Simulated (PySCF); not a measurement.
**`InChI=1S/C7H10O2/c1-3-5-7(8)9-6-4-2/h3-6H,1-2H3/b5-3-,6-4+`**

Geometry (Å), atoms numbered from 1 in this order:
```xyz
19

C    -3.4597    1.0141    1.1757
C    -3.1462   -0.1737    0.3437
C    -1.9380   -0.5785   -0.0516
C    -0.6635    0.0764    0.2674
O    -0.4825    1.0473    0.9631
O     0.3438   -0.5862   -0.3501
C     1.6294   -0.1351   -0.1656
C     2.6552   -0.7223   -0.7603
C     4.0670   -0.2778   -0.5923
H    -3.9818    0.6983    2.0789
H    -2.5604    1.5550    1.4488
H    -4.1317    1.6748    0.6277
H    -4.0050   -0.7585    0.0328
H    -1.8291   -1.4608   -0.6656
H     1.7219    0.7193    0.4934
H     2.4808   -1.5698   -1.4078
H     4.4801    0.0319   -1.5521
H     4.6786   -1.0995   -0.2207
H     4.1313    0.5544    0.1036
```

Method: GIAO PBE/pcSseg-1 magnetisability, rotational g tensor and spin-rotation constants, non-relativistic, gas phase (PySCF 2.14.0). Geometry: GFN2-xTB.

**Question.** Give the nuclear spin-rotation constants along the inertial axes (H = +C I·J) beside the isotropic shieldings.

**Answer.** Rotational constants 6.7706, 0.6263, 0.5775 GHz. A star marks the isotopologue with that one atom substituted, in its own axes.
| atom | isotope | Caa (kHz) | Cbb (kHz) | Ccc (kHz) | mean (kHz) | σ (ppm) |
| --- | --- | --- | --- | --- | --- | --- |
| H10 | 1H | -0.369 | -0.068 | -0.017 | -0.151 | 29.9 |
| H11 | 1H | -0.225 | -0.005 | -0.053 | -0.094 | 26.9 |
| H12 | 1H | -0.400 | -0.069 | -0.014 | -0.161 | 30.0 |
| H13 | 1H | -0.065 | 0.010 | -0.063 | -0.039 | 24.8 |
| H14 | 1H | -0.596 | 0.056 | -0.068 | -0.203 | 25.7 |
| H15 | 1H | -0.533 | 0.066 | -0.062 | -0.176 | 23.7 |
| H16 | 1H | -0.669 | 0.058 | -0.066 | -0.226 | 26.0 |
| H17 | 1H | -0.455 | -0.066 | -0.008 | -0.176 | 29.6 |
| H18 | 1H | -0.393 | -0.062 | -0.017 | -0.157 | 29.7 |
| H19 | 1H | -0.684 | 0.018 | -0.069 | -0.245 | 29.9 |
| C1 | 13C* | 1.255 | 0.087 | 0.071 | 0.471 | 163.6 |
| C2 | 13C* | 2.922 | 0.317 | 0.082 | 1.107 | 24.1 |
| C3 | 13C* | 2.125 | 0.283 | 0.097 | 0.835 | 57.2 |
| C4 | 13C* | 3.571 | 0.193 | 0.158 | 1.307 | 18.3 |
| O5 | 17O* | -3.355 | -0.359 | -0.039 | -1.251 | -66.5 |
| O6 | 17O* | -2.083 | -0.240 | -0.096 | -0.806 | 48.8 |
| C7 | 13C* | 2.381 | 0.281 | 0.119 | 0.927 | 41.3 |
| C8 | 13C* | 2.381 | 0.244 | 0.082 | 0.902 | 68.2 |
| C9 | 13C* | 1.010 | 0.092 | 0.083 | 0.395 | 165.2 |

For the geometry as given, no vibrational averaging.
